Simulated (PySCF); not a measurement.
# Excitation energy of Ta by level of theory

Ta [Xe] 4f14 5d3 6s2 (4F) → Ta [Xe] 4f14 5d5 (6S), as a difference of total energies. All numbers are calculated (PySCF 2.14, the spin-free X2C one-electron Hamiltonian (Gaussian nucleus), in x2c-TZVPPall with one added diffuse shell each of s, p, d, f type (12s8p8d4f1g, 113 functions)). The calculations carry no spin-orbit coupling.

| method | excitation energy (cm⁻¹) |
| --- | --- |
| UHF | 24351 |
| BP86 | 25167 |
| wB97X | 34680 |
| B97-3 | 30044 |
